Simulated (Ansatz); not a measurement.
Ansatz (a program for electronic structure) input:

Ansatz 0.2 input:
```yaml
crystal:
  periodic: [false, false, false]
  atoms:
    - {symbol: Li, position_ang: [-0.00000000, -0.00000000, -2.27530728]}
    - {symbol: Na, position_ang: [0.00000000, 0.00000000, 0.62053835]}
basis:
  gaussian:
    orbitals: def2-TZVP
hamiltonian:
  xc: {name: PBE}
relax: {f_tol: 0.003, max_steps: 100}
```

Problem. What final total energy does it print?

Solution. -169.65183 Eh (PBE/def2-TZVP). The basis has 46 functions.
